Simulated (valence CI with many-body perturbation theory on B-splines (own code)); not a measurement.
# Cd16+: calculated level list

Method: valence CI with perturbative core correlation (CI+MBPT): four valence electrons over a frozen Dirac-Fock core [Ar] 3d10, radial functions for each j: 11 s, 11 p, 10 d, 8 f, 5 g, 2 h, with the one-electron correlation potential Σ1, the two-electron term Σ2, the three-electron term Σ3, Breit, model QED; selected CI, second order for the rest, scaled by the run's own slope (own B-spline code, finite nucleus).

No measured levels were compared; by estimate levels hold to about 250 cm⁻¹ or 0.2 % of their energy and the worst to 1 %, as in measured heavy ions of charge 2 to 7; those with d or f electrons hold less well. Among the levels kept, up to 480 cm⁻¹ of a level comes from second order outside the variational space, and about a tenth of that is noise between levels of different J, which matters for small intervals.

Levels 91 to 135 of 184, with energies above the lowest level, 4s2 4p2 3P_0. "Leading %" is the weight of the configuration and term that name the level; weights of strongly mixed levels are sums over their largest components and can fall short, so below about 35 % the name and the second component can differ from the true leading terms, or belong to a minority configuration. In the jj column 3d3/2^4 stands for four electrons in 3d with j = 3/2. Lifetimes count E1, E2, E3, M1 and M2 decay at the calculated energies, and are blank where another channel may lead or the interval is too uncertain; long ones can be off by a factor of two.

```tsv
No.	Configuration	Term	J	E (eV)	Leading %	g	Leading jj	Lifetime
91	4s2 4p 4f	3F	2	149.52	38	0.816	4s^2 4p1/2 4f5/2 (24 %)	5.63 ps
92	4s2 4p 4f	3G	3	150.54	30	1.001	4s^2 4p1/2 4f5/2 (32 %)	5.50 ps
93	4s2 4d2	3F	4	153.12	24	1.129	4s^2 4d5/2^2 (43 %)	14.7 ps
94	4s2 4p 4f	3G	4	154.83	58	1.098	4s^2 4p3/2 4f5/2 (48 %)	6.34 ps
95	4s2 4d2	3F	3	155.02	36	1.132	4s^2 4d3/2 4d5/2 (36 %)	4.61 ps
96	4s2 4d2	3F	2	155.68	27	0.932	4s^2 4d3/2 4d5/2 (35 %)	4.23 ps
97	4s2 4p 4f	3G	5	156.96	94	1.200	4s^2 4p3/2 4f7/2 (94 %)	6.79 ps
98	4s2 4d2	1D	2	157.54	27	1.005	4s^2 4d3/2^2 (43 %)	3.41 ps
99	4s2 4d2	3P	0	158.07	84		4s^2 4d3/2^2 (66 %)	3.46 ps
100	4s2 4d2	3P	1	158.62	87	1.498	4s^2 4d3/2 4d5/2 (87 %)	3.64 ps
101	4s2 4p 4f	1F	3	159.38	44	1.059	4s^2 4p3/2 4f7/2 (47 %)	4.11 ps
102	4s2 4d2	3P	2	159.54	75	1.430	4s^2 4d5/2^2 (52 %)	3.89 ps
103	4s2 4p 4f	3D	1	160.78	87	0.500	4s^2 4p3/2 4f5/2 (87 %)	5.08 ps
104	4p3 4d	3F°	2	160.81	40	0.967	4p1/2^2 4p3/2 4d3/2 (74 %)	35.3 ps
105	4s2 4p 4f	3D	2	161.29	44	0.926	4s^2 4p3/2 4f5/2 (56 %)	3.74 ps
106	4s2 4p 4f	3F	4	161.47	41	1.233	4s^2 4p3/2 4f7/2 (31 %)	3.12 ps
107	4p3 4d	5D°	3	161.60	33	1.241	4p1/2^2 4p3/2 4d3/2 (60 %)	26.5 ps
108	4s2 4p 4f	3F	3	161.63	39	1.128	4s^2 4p3/2 4f5/2 (30 %)	3.29 ps
109	4p3 4d	5D°	0	162.00	51		4p1/2^2 4p3/2 4d3/2 (77 %)	23.5 ps
110	4p3 4d	5D°	1	162.72	66	1.371	4p1/2^2 4p3/2 4d3/2 (68 %)	17.4 ps
111	4p3 4d	5D°	4	163.11	51	1.342	4p1/2^2 4p3/2 4d5/2 (78 %)	24.4 ps
112	4p3 4d	5D°	2	163.93	50	1.361	4p1/2^2 4p3/2 4d5/2 (57 %)	19.5 ps
113	4p3 4d	3G°	3	165.60	37	1.012	4p1/2^2 4p3/2 4d5/2 (34 %)	31.5 ps
114	4s2 4d2	1S	0	165.89	83		4s^2 4d5/2^2 (66 %)	3.86 ps
115	4p3 4d	1S°	0	166.07	55		4p1/2 4p3/2^2 4d3/2 (61 %)	34.5 ps
116	4p3 4d	3F°	2	166.13	38	1.007	4p1/2 4p3/2^2 4d3/2 (83 %)	33.5 ps
117	4p3 4d	3D°	1	166.43	75	0.641	4p1/2 4p3/2^2 4d3/2 (63 %)	31.0 ps
118	4p3 4d	3F°	3	166.73	41	1.142	4p1/2 4p3/2^2 4d3/2 (74 %)	39.6 ps
119	4s2 4p 4f	1D	2	166.88	54	0.980	4s^2 4p3/2 4f7/2 (47 %)	3.88 ps
120	4p3 4d	3D°	3	167.62	44	1.303	4p1/2 4p3/2^2 4d5/2 (86 %)	28.4 ps
121	4p3 4d	3G°	4	168.01	44	1.173	4p1/2 4p3/2^2 4d3/2 (52 %)	39.7 ps
122	4p3 4d	3F°	4	168.64	55	1.223	4p1/2 4p3/2^2 4d5/2 (75 %)	45.9 ps
123	4s2 4p 4f	1G	4	168.75	49	1.006	4s^2 4d3/2 4d5/2 (30 %)	2.75 ps
124	4p3 4d	1G°	4	169.58	63	1.081	4p1/2 4p3/2^2 4d5/2 (54 %)	41.9 ps
125	4p3 4d	3G°	5	169.79	82	1.199	4p1/2 4p3/2^2 4d5/2 (82 %)	55.3 ps
126	4s2 4p 5s	3P°	0	169.86	98		4s^2 4p1/2 5s (98 %)	3.44 ps
127	4s2 4p 5s	3P°	1	170.20	70	1.360	4s^2 4p1/2 5s (97 %)	2.83 ps
128	4p3 4d	3D°	1	170.69	63	0.747	4p1/2^2 4p3/2 4d5/2 (51 %)	15.5 ps
129	4p3 4d	1D°	2	172.62	42	0.972	4p1/2 4p3/2^2 4d3/2 (59 %)	22.7 ps
130	4p3 4d	1P°	1	172.88	34	1.285	4p1/2 4p3/2^2 4d5/2 (42 %)	11.1 ps
131	4p3 4d	3P°	0	173.92	68		4p1/2 4p3/2^2 4d5/2 (46 %)	18.3 ps
132	4p3 4d	3P°	2	175.16	34	1.113	4p1/2 4p3/2^2 4d3/2 (30 %)	8.01 ps
133	4p3 4d	3F°	3	175.87	41	1.105	4p1/2 4p3/2^2 4d5/2 (40 %)	11.6 ps
134	4p3 4d	3P°	2	175.94	26	1.033	4p1/2 4p3/2^2 4d5/2 (52 %)	15.0 ps
135	4p3 4d	3P°	1	176.46	45	1.162	4p1/2 4p3/2^2 4d5/2 (43 %)	7.43 ps
```

Names give the largest LS component (configuration and term), which can be under half, so a name can repeat, a term be missing and a line seem to break the LS rules; names also repeat where a configuration has a term twice.

Where two levels of one J and parity lie close, their mixing, g and order are uncertain.
